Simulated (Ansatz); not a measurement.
Cartesian coordinates in Å:
```
C 1.0002 0.1694 0.9773
Si 0.8697 0.2722 -0.9022
Si -1.4776 0.0946 -0.8502
Ga -0.7019 -0.8594 1.2387
H 1.9265 -0.2116 1.4083
H 0.8170 1.1695 1.3937
H 1.4308 -0.9696 -1.5113
H 1.5288 1.4426 -1.5483
H -2.2443 -0.5982 -1.9202
H -2.0930 1.4325 -0.6014
H -1.0563 -1.9419 2.3156
```

Charge 0, multiplicity 1.

Task: List the CAM-B3LYP/def2-TZVPP orbital energies in eV (Ansatz). (Estimate.)

Result: Ansatz gave: Occupied: -10139.65, -1800.65, -1800.51, -1251.31, -1108.62, -1108.51, -1108.49, -278.25, -151.60, -145.23, -145.13, -105.12, -104.81, -104.78, -100.56, -100.55, -100.54, -100.46, -100.45, -100.44, -24.90, -24.76, -24.74, -24.63, -24.57, -20.81, -16.90, -15.18, -13.57, -13.07, -11.69, -11.27, -10.58, -9.50, -8.77, -7.94. Lowest empty: -1.03, 0.94, 0.99, 1.62, 1.84, 2.41, 2.89, 3.10.
